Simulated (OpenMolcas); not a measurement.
**Cu2+: the spin-orbit constant, worked from levels**

```
Program             : OpenMolcas
Basis               : ANO-R2 [6s4p4d2f1g]
Scalar Hamiltonian  : X2C, finite nucleus
Active space        : 9 electrons in 6 orbitals (3d 4s)
State averaging     : 2S+1 = 2 even, 29 roots; 2S+1 = 4 even, 10 roots kept (CI in the orbitals of an earlier block)
Spin-orbit coupling : state interaction with AMFI integrals over the reference wave functions, term energies averaged over their components
```

Methods: CASSCF; MS-CASPT2, IPEA 0.25 Eh, imaginary shift 0.1 Eh (closed shells correlated: 3s 3p). Measured levels: Sugar and Musgrove, J. Phys. Chem. Ref. Data 19, 527 (1990).

**The spin-orbit constant.** For the Hund term ²D of d9, E(J) = (A/2) J(J+1) + constant and ζ = -2S·A = -A. From J = 3/2 to J = 5/2 the energy changes by 2.5 A.

```csv
Source,E(5/2) - E(3/2),A,ζ
CASSCF,-2203.7,-881.5,881
MS-CASPT2,-2203.7,-881.5,881
measured,-2071.7,-828.7,829
```

All in cm-1. MS-CASPT2 is off by +6.4 % and CASSCF by +6.4 %. Both methods take the spin-orbit matrix elements from the reference wave functions, so the second can move ζ only through the term energies and any multistate remixing.

Term energies are means over components that CASPT2 splits; among the terms shown or strongly mixed into the levels shown the widest spread is 10 cm-1 (3d⁹ ²D, MS-CASPT2). Without dynamic correlation excited terms often stand tens of per cent too high (terms of higher spin than the ground term too low), and those without a measured partner can miss by more than the paired ones (holds for CASSCF). Computed and measured levels are paired by configuration, term and J; levels that our copy of the source lacks, or whose pairing is in doubt (as where it misses far off the trend of its configuration), stay unpaired and out of the deviations. Only configurations of the active space appear.
